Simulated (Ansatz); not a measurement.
Program: Ansatz. Geometries: PBE0-D4/def2-TZVP. ΔE: electronic, gas phase. CBS: MP2 limit from def2 TZ/QZ plus the TZ coupled-cluster correction, frozen cores. Functionals use def2-TZVPP. B3LYP here is the variant with VWN-RPA as its local correlation; programs differ in this. HSE06 is defined as in plane-wave codes. Elements past krypton have def2 core potentials. For Ga, Sn outer-core shells are correlated without core-valence functions, which leaves a few kJ/mol of doubt a bond. Scalar relativity is left out up to krypton.

Consider the cleavage of the B–Si bond: `B[SiH](Cl)[SnH3]` + `[OH][GaH2]` → `B[O][GaH2]` + `Cl[SiH2][SnH3]`.

`B[SiH](Cl)[SnH3]`:

Cartesian coordinates in Å:
```
B 0.176 -0.722 1.197
Si -1.467 -0.511 0.317
Cl -2.786 1.022 0.594
Sn 0.931 0.583 -0.776
H 0.774 -1.723 0.917
H 0.499 0.002 2.089
H -1.944 -1.278 -0.859
H 2.483 0.814 -0.117
H 0.257 2.114 -1.130
H 1.077 -0.302 -2.230
```

`[OH][GaH2]`:

Z-matrix (Å, degrees):
```
Ga
O 1 1.788
H 1 1.565 2 117.5
H 1 1.556 2 113.8 3 180.0
H 2 0.959 1 114.1 3 0.0
```

`B[O][GaH2]`:

Z-matrix (Å, degrees):
```
B
O 1 1.331
H 1 1.205 2 118.8
H 1 1.208 2 120.8 3 -180.0
Ga 2 1.788 1 149.5 3 179.9
H 5 1.555 2 114.4 1 92.1
H 5 1.555 2 114.4 1 -91.9
```

`Cl[SiH2][SnH3]`:

Cartesian coordinates in Å:
```
Cl -1.071 -2.184 1.198
Si -1.204 -0.350 0.259
Sn 1.151 0.478 -0.322
H -2.040 -0.527 -0.955
H -1.900 0.578 1.186
H 1.923 -0.639 -1.353
H 1.066 1.989 -1.114
H 2.075 0.655 1.101
```

| level | ΔE (kJ/mol) | difference from CCSD(T)/CBS |
| --- | --- | --- |
| PBE-D4 | -114.8 | 27.9 |
| revPBE-D4 | -116.6 | 26.1 |
| r2SCAN-D4 | -133.6 | 9.1 |
| B97M-V | -138.0 | 4.7 |
| PBE0-D4 | -132.3 | 10.4 |
| B3LYP-D4 | -154.3 | -11.6 |
| r2SCAN0-D4 | -144.5 | -1.8 |
| HSE06-D4 | -131.9 | 10.8 |
| BHLYP-D4 | -177.0 | -34.3 |
| CAM-B3LYP-D4 | -167.7 | -25.0 |
| ωB97X-V | -159.2 | -16.5 |
| ωB97M-V | -149.2 | -6.5 |
| PBE-QIDH | -145.8 | -3.1 |
| PBE | -118.8 | 23.9 |
| revPBE | -124.6 | 18.1 |
| BLYP | -149.8 | -7.1 |
| r2SCAN | -134.5 | 8.2 |
| B3LYP | -160.7 | -18.0 |
| r2SCANh | -139.0 | 3.7 |
| r2SCAN0 | -145.6 | -2.9 |
| HSE06 | -135.2 | 7.5 |
| BHLYP | -182.9 | -40.2 |
| CAM-B3LYP | -171.3 | -28.6 |
| LC-ωPBE | -155.0 | -12.3 |
| RPA@PBE/def2-TZVPP | -147.5 | -4.8 |
| HF/def2-SVP | -243.0 | -100.3 |
| MP2/def2-SVP | -170.9 | -28.2 |
| CCSD/def2-SVP | -181.7 | -39.0 |
| CCSD(T)/def2-SVP | -172.7 | -30.0 |
| HF/def2-TZVPP | -229.0 | -86.3 |
| MP2/def2-TZVPP | -142.1 | 0.6 |
| SCS-MP2/def2-TZVPP | -158.4 | -15.7 |
| CCSD/def2-TZVPP | -160.8 | -18.1 |
| CCSD(T)/def2-TZVPP | -148.1 | -5.4 |
| HF/def2-QZVPP | -230.0 | -87.3 |
| MP2/def2-QZVPP | -139.3 | 3.4 |
| SCS-MP2/def2-QZVPP | -156.5 | -13.8 |
| HF/CBS(def2) | -230.2 | -87.5 |
| MP2/CBS(def2) | -136.7 | 6.0 |
| CCSD/CBS(def2) | -155.5 | -12.8 |
| CCSD(T)/CBS | -142.7 | 0 |

Problem. What do rigid-rotor, harmonic-oscillator terms from PBE0-D4/def2-TZVP frequencies (298.15 K, 1 bar) make of the CCSD(T)/CBS value? (An estimate is asked.)

Solution. Ansatz gave: ΔZPE = -3.9 kJ/mol, ΔH = -146.1 kJ/mol, ΔS = 14 J/(mol·K), ΔG = -150.2 kJ/mol. Modes under 50 cm⁻¹ make the entropy rough.

Largest T1 diagnostic among the species: 0.016.

At CCSD(T), def2-SVP lies −30.0 kJ/mol from the extrapolated value and def2-TZVPP −5.4 kJ/mol. From PBE to PBE0 (25 % exact exchange), in def2-TZVPP and without D4, ΔE moves by −16.9 kJ/mol. The D4 term adds +6.4 kJ/mol with B3LYP and +3.4 kJ/mol with PBE0; it sums over pairs of atoms, weighted by their polarisabilities, and B3LYP, whose exchange is more repulsive, gets the larger term.
